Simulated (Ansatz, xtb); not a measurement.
# Two isomers of Cl2FHNOSi

We compare I, `[NH]O[Si](F)(Cl)Cl`, a doublet, with II, `[O]N[Si](F)(Cl)Cl`, a doublet. Both are isolated molecules in the gas phase, relaxed with PBE0-D3(BJ)/def2-SVP; the shapes shown needn't be the lowest conformers.

I (Å):

```xyz
7

Cl   -2.2251    0.0326    2.5637
Cl    0.2135   -2.2658    2.5972
F    -1.0917   -1.2292    0.1444
N     0.1884    1.5438    0.7966
O     0.5914    0.4082    1.4258
Si   -0.6265   -0.7289    1.5907
H     1.0637    2.0896    0.7715
```

II (Å):

```xyz
7

Cl    0.6499    1.5637   -0.0148
Cl   -0.8194   -1.3051    0.9797
F     0.2968    0.7022    2.8096
N    -1.9695    1.5428    1.5012
O    -2.8948    1.1441    2.2796
Si   -0.4733    0.6417    1.4055
H    -2.1472    2.3917    0.9479
```

Quicker runs give these differences E(II) − E(I): GFN2-xTB +0.108 eV; HF/STO-3G −0.384 eV (at GFN2-xTB geometries); r2SCAN-D4/def2-SVP −0.235 eV (at GFN2-xTB geometries).

Q: Estimate which is lower in electronic energy at CCSD(T)/def2-SVP + ΔMP2/def2-TZVPP, and by roughly how much.

A: Not settled: CCSD(T)/def2-SVP + ΔMP2/def2-TZVPP gives E(II) − E(I) = +0.091 eV, but this leans on the basis-set step: CCSD(T) alone gives +0.015 eV.

Level by level:

```json
{"level": "GFN2-xTB", "geometry": "GFN2-xTB", "E(II) − E(I) (eV)": "+0.108", "departure from the last row (eV)": "+0.017", "job, with rough time for the two": "optimisation, 0.37 s"}
{"level": "HF/STO-3G", "geometry": "GFN2-xTB", "E(II) − E(I) (eV)": "−0.384", "departure from the last row (eV)": "−0.475", "job, with rough time for the two": "single point, 0.92 s"}
{"level": "r2SCAN-D4/def2-SVP", "geometry": "GFN2-xTB", "E(II) − E(I) (eV)": "−0.235", "departure from the last row (eV)": "−0.326", "job, with rough time for the two": "single point, 4.5 s"}
{"level": "PBE0-D3(BJ)/def2-SVP", "geometry": "PBE0-D3(BJ)/def2-SVP", "E(II) − E(I) (eV)": "−0.206", "departure from the last row (eV)": "−0.297", "job, with rough time for the two": "optimisation, 82 s"}
{"level": "HF/def2-SVP", "geometry": "PBE0-D3(BJ)/def2-SVP", "E(II) − E(I) (eV)": "+0.068", "departure from the last row (eV)": "−0.023", "job, with rough time for the two": "part of the CCSD(T) run"}
{"level": "MP2/def2-SVP", "geometry": "PBE0-D3(BJ)/def2-SVP", "E(II) − E(I) (eV)": "+0.059", "departure from the last row (eV)": "−0.032", "job, with rough time for the two": "part of the CCSD(T) run"}
{"level": "CCSD(T)/def2-SVP", "geometry": "PBE0-D3(BJ)/def2-SVP", "E(II) − E(I) (eV)": "+0.015", "departure from the last row (eV)": "−0.076", "job, with rough time for the two": "single point"}
{"level": "CCSD(T)/def2-SVP + ΔMP2/def2-TZVPP", "geometry": "PBE0-D3(BJ)/def2-SVP", "E(II) − E(I) (eV)": "+0.091", "departure from the last row (eV)": "", "job, with rough time for the two": "single point, 52 s"}
```

As drawn, II has 1 N–Si in place of 1 O–Si.

HF/STO-3G, r2SCAN-D4/def2-SVP, PBE0-D3(BJ)/def2-SVP put the two in the other order. CCSD(T)/def2-SVP finds them nearly level. The largest departure from CCSD(T)/def2-SVP + ΔMP2/def2-TZVPP is that of HF/STO-3G, 0.475 eV. The last row adds to CCSD(T) the change of the MP2 difference between the two basis sets, here +0.076 eV.

With harmonic frequencies from PBE0-D3(BJ)/def2-SVP (ideal gas, rigid rotor, one conformer each, 298.15 K, 1 atm): on the last row, ΔE + ΔZPE = +0.112, ΔH = +0.109, ΔG = +0.110 eV.

Open shells are spin-unrestricted. The correlated steps freeze 18 core orbitals. Codes used: Ansatz 0.2.0, xtb 6.7.1; the last row on 2 threads of Intel(R) Xeon(R) 6975P-C (Granite Rapids) on a shared host.
